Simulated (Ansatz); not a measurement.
This geometry of CH7NSSi (11 atoms, charge 0, multiplicity 1) is a first-order saddle point.

Computed with RKS PBE-D4/def2-SVP (Ansatz 0.2.0).

```xyz
11
Properties=species:S:1:pos:R:3
Si -0.514 0.257 -0.445
N 1.307 0.725 -0.357
S -0.184 -0.588 -2.323
H 1.160 0.079 -1.532
H -1.282 1.550 -0.330
C -0.909 -0.834 1.037
H 1.891 0.291 0.372
H 1.546 1.724 -0.430
H -0.826 -0.276 1.993
H -0.239 -1.716 1.063
H -1.949 -1.212 0.953
```

Task: Which two structures does it join? (They come from a converged band through this point; their orientation in space is the band's.)

Result: Bonds broken: S3–H4. Bonds formed: N2–H4.

First end point:

```xyz
11
Properties=species:S:1:pos:R:3
Si -0.191 0.316 -0.250
N 1.320 0.968 0.326
S -0.108 -0.914 -2.056
H 0.361 0.085 -2.853
H -1.051 1.521 -0.514
C -0.917 -0.841 1.041
H 2.086 0.315 0.520
H 1.691 1.797 -0.148
H -1.052 -0.303 2.000
H -0.241 -1.702 1.220
H -1.898 -1.240 0.715
```

Last end point:

```xyz
11
Properties=species:S:1:pos:R:3
Si -0.617 -0.068 -0.674
N 1.221 0.769 -0.423
S -0.353 -1.247 -2.269
H 1.489 1.093 -1.366
H -1.342 1.263 -0.749
C -0.851 -0.728 1.085
H 1.884 0.013 -0.184
H 1.339 1.545 0.250
H -0.705 0.050 1.864
H -0.175 -1.585 1.283
H -1.890 -1.105 1.183
```

Task: How far does it lie above each of them?

Result: 0.86 eV above the first and 0.46 eV above the second. This is the barrier of this one path; another mechanism may lie lower. The orbitals stay closed-shell, which can raise the energy where a bond breaks towards radicals; this wasn't checked here.

Time of the run: 120 s on 2 threads of Arm Neoverse V1, with other jobs on the host, peak memory 0.13 GiB.
